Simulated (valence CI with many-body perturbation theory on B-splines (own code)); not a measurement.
Values are calculated unless marked as measured or tabulated.
## Sm23+: what each term of the Hamiltonian does

Method: relativistic CI+MBPT: three valence electrons over a frozen Dirac-Fock core [Kr], radial functions for each j: 9 s, 9 p, 10 d, 8 f, 5 g, 3 h, 1 i, with the one-electron correlation potential Σ1, the two-electron term Σ2, the three-electron term Σ3, Breit, model QED; selected CI, second order for the rest (own B-spline code, finite nucleus).

No measured spectrum was set against this ion. As an estimate, terms of the open shell hold to 2 to 4 % of their energy, and close levels can change places. Only levels of the ground parity were solved; by the run's estimate the other parity begins above the list, which can be wrong where configurations are misplaced.

Each rung adds one term. CI alone is the Dirac-Coulomb CI over the frozen core; QED comes last and gives the full result, which names the levels. Energies are above (4d3/2^3) J=3/2 on the same rung, in eV.

Levels are named by their leading jj configuration (3d3/2^4 stands for four electrons in 3d with j = 3/2), which in mixed levels can hold well under half, so a name can repeat and another be missing. Letters in brackets count levels of one name in rising energy.

```csv
Level,CI alone,Σ1,Σ2,Σ3,Breit,QED,Full
(4d3/2^2 4d5/2) J=5/2 [a],4.459,+0.0518,+0.0181,+0.0229,-0.1524,+0.0167,4.416
(4d3/2^2 4d5/2) J=3/2,6.777,+0.0447,-0.0799,+0.0244,-0.1224,+0.0143,6.658
(4d3/2^2 4d5/2) J=7/2,6.903,+0.0637,-0.0823,-0.0009,-0.2044,+0.0196,6.699
(4d3/2^2 4d5/2) J=9/2,7.819,+0.0599,-0.2281,-0.0177,-0.2057,+0.0175,7.445
(4d3/2^2 4d5/2) J=1/2,7.973,+0.0503,-0.1252,+0.0230,-0.1436,+0.0160,7.793
(4d3/2 4d5/2^2) J=7/2 [a],12.147,+0.1000,-0.1108,-0.0264,-0.2966,+0.0317,11.844
(4d3/2^2 4d5/2) J=5/2 [b],12.125,+0.0772,-0.0987,-0.0260,-0.2207,+0.0247,11.882
(4d3/2 4d5/2^2) J=9/2,12.919,+0.1093,-0.1767,+0.0114,-0.3440,+0.0343,12.553
(4d3/2 4d5/2^2) J=3/2 [a],14.180,+0.1043,+0.0168,-0.0395,-0.2876,+0.0336,14.008
(4d3/2 4d5/2^2) J=1/2,14.862,+0.1067,-0.0384,+0.0455,-0.2994,+0.0342,14.711
(4d3/2 4d5/2^2) J=11/2,16.036,+0.1149,-0.4304,-0.0175,-0.3702,+0.0345,15.367
(4d3/2 4d5/2^2) J=5/2 [a],16.884,+0.1060,-0.2752,-0.1318,-0.2868,+0.0319,16.329
(4d3/2 4d5/2^2) J=5/2 [b],17.685,+0.1006,-0.2904,-0.0740,-0.2855,+0.0322,17.168
(4d3/2 4d5/2^2) J=7/2 [b],18.713,+0.1097,-0.4507,-0.0775,-0.3227,+0.0333,18.005
(4d5/2^3) J=9/2,19.919,+0.1625,-0.1357,-0.0327,-0.4827,+0.0515,19.482
(4d5/2^3) J=3/2,20.643,+0.1427,+0.1526,-0.0008,-0.3982,+0.0462,20.586
(4d3/2 4d5/2^2) J=3/2 [b],25.885,+0.1328,-0.2640,-0.1683,-0.3503,+0.0410,25.276
(4d5/2^3) J=5/2,27.181,+0.1523,+0.0358,-0.1322,-0.4198,+0.0486,26.866
```

The middle columns are the shifts that each term adds.

(1) How does the ionisation energy move along the ladder, and which term matters most?

## Answers

(1) CI alone 738.97, + Σ1 741.46, + Σ2 742.95, + Σ3 742.96, + Breit 742.64, + QED 742.68 eV. The largest step is Σ1, 2.50 eV. NIST lists 742 ± 4 eV (theoretical).
